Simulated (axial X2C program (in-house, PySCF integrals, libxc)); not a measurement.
# OAsO²⁺: properties at the nuclei

Computed with an in-house all-electron X2C program for linear molecules (integrals from PySCF): two-component X2C with atomic mean-field Coulomb and Gaunt terms, Gaussian nuclei, basis O dyall-av3z, As dyall-v3z with contracted cores.

O–As–O held linear, with bonds 1.627 and 1.627 Å (near the PBE0 minimum at charge 2 of the determinant lowest at the starting distance; the state shown can have its own minimum elsewhere, held linear; other orders of the atoms were not compared).

Determinant lowest in the PBE0 search, Ω = 1/2 (⟨Sz⟩ = -0.50, ⟨Lz⟩ = 1.00 at PBE0), spin on the atoms O -0.35, As 0.20, O -0.35:

```csv
level,A∥/gI O (MHz),qzz O (a.u.),A∥/gI As (MHz),qzz As (a.u.)
PBE0,682,1.66,289,-4.16
HF,830,1.59,1600,-4.72
TPSSh,637,1.66,325,-3.83
```

Determinant 0.01 eV from it at PBE0 and this distance, Ω = 3/2 (⟨Sz⟩ = 0.50, ⟨Lz⟩ = 1.00 at PBE0), spin on the atoms O 0.35, As -0.20, O 0.35:

```
level  A∥/gI O (MHz)  qzz O (a.u.)  A∥/gI As (MHz)  qzz As (a.u.)
 PBE0            133          1.66            -260          -4.22
   HF            191          1.59           -1280          -4.87
TPSSh            116          1.67            -153          -3.85
```

A∥ (defined per Ω) follows by multiplying with gI = μI/(I μN); qzz is the electric field gradient, eQq0 = 234.96 MHz × Q/barn × qzz. The operators were transformed with the bare-nucleus X2C matrices; with these basis sets, hyperfine constants and field gradients can be off by tens of per cent, and where levels differ in sign neither size nor sign is settled.

Problem. With gI(17O) = -0.7575, Q(17O) = -0.02558 barn, Q(75As) = 0.311 barn (g factors from the IAEA table of nuclear moments by Stone; Q from Pyykkö, Mol. Phys. 2018), turn the PBE0 values of the first state into constants in MHz.

Solution. A∥(17O) = 682 × -0.7575 = -517 MHz; eQq0(17O) = 234.96 × (-0.02558) × (1.66) = -9.98 MHz; eQq0(75As) = 234.96 × (0.311) × (-4.16) = -304 MHz.

The molecule was held linear; bending was not examined, so a bent shape may lie lower.

Each state is one determinant with collinear spin. Unrestricted Hartree–Fock can overshoot spin polarisation at the nuclei. At TPSSh a later determinant lies lower. The search compared states at one distance, so a state with another bond length can lie lower. Where a field gradient or hyperfine factor spreads by more than a factor of two over the levels, a constant derived from it is not to be relied on. PBE0 term energies can be off by some tenths of an eV.
